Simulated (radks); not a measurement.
Valence configurations of In+ (all share [Kr]). All-electron calculation, Dirac Kohn-Sham, PBE, spin-unpolarised, spherical densities, point nucleus; open shells are shared between the two j in proportion to 2j + 1. Program: a radial shooting solver on a logarithmic mesh with Libxc functionals. Energies are relative to 4d10 5s2; eigenvalues in eV.

valence          E (eV)  e(4d3/2)  e(4d5/2)  e(5p1/2)  e(5p3/2)  e(5s1/2)
4d10 5s2          0.000   -26.585   -25.723         -         -   -14.923
4d8 5s2 5p2      43.737   -38.432   -37.465   -12.117   -11.477   -19.654
4d9 5s2 5p1      19.733   -32.549   -31.634   -10.498    -9.966   -17.390
4d10 5p2         13.350   -29.620   -28.748   -10.266    -9.785         -
4d8 5p4          59.960   -40.974   -39.998   -13.330   -12.641         -
4d7.5 5s2 5p2.5  57.361   -41.355   -40.362   -12.885   -12.192   -20.729
4d7.5 5p4.5      74.253   -43.809   -42.807   -14.045   -13.304         -
4d8.5 5s2 5p1.5  31.197   -35.498   -34.557   -11.323   -10.737   -18.543
4d8.5 5s1 5p2.5  38.888   -36.847   -35.901   -11.980   -11.368   -19.342
4d6.5 5s2 5p3.5  87.886   -47.177   -46.131   -14.362   -13.561   -22.792

NIST lists [Kr] 4d10 5s2 as the ground configuration; this level of theory agrees among the configurations tried. The energies are those of spherical spin-averaged densities, not of single terms.
